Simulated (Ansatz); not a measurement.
System: H2Cl (cation, charge +1), singlet: map of symmetric stretch and bend. Scanned: Cl-H bond length and H-Cl-H angle.

Level of theory: Ansatz (a program for electronic structure) with CCSDT on RHF/def2-SVP, frozen core.

Energy in eV above the lowest grid point; x is the Cl-H bond length (Å), y the H-Cl-H angle (°).

```
y \ x    1.11   1.17   1.25   1.31   1.38   1.45   1.52   1.58   1.63   1.69   1.77
------  -----  -----  -----  -----  -----  -----  -----  -----  -----  -----  -----
180     4.289  3.316  2.669  2.526  2.610  2.875  3.254  3.633  3.970  4.386  4.943
172.01  4.219  3.243  2.594  2.448  2.528  2.788  3.163  3.536  3.868  4.276  4.819
159.32  3.853  2.868  2.208  2.054  2.125  2.376  2.740  3.106  3.431  3.831  4.363
150.25  3.459  2.471  1.808  1.654  1.727  1.981  2.351  2.722  3.053  3.463  4.009
137.95  2.865  1.880  1.225  1.080  1.166  1.438  1.827  2.217  2.565  2.996  3.573
130.40  2.516  1.536  0.890  0.754  0.851  1.136  1.539  1.943  2.302  2.747  3.344
121.69  2.165  1.191  0.556  0.430  0.540  0.839  1.258  1.676  2.048  2.507  3.123
110.31  1.831  0.864  0.240  0.123  0.246  0.559  0.993  1.424  1.807  2.281  2.916
102.49  1.704  0.738  0.116  0.003  0.130  0.448  0.887  1.323  1.711  2.190  2.831
87.58   1.737  0.755  0.120  0.000  0.123  0.438  0.875  1.309  1.695  2.173  2.813
77.82   1.973  0.966  0.303  0.166  0.272  0.574  1.001  1.427  1.807  2.277  2.907
70      2.295  1.259  0.559  0.398  0.480  0.763  1.174  1.588  1.959  2.420  3.038
```

Points that lie below all their neighbours on the grid: x = 1.31, y = 87.58 (0.000 eV).
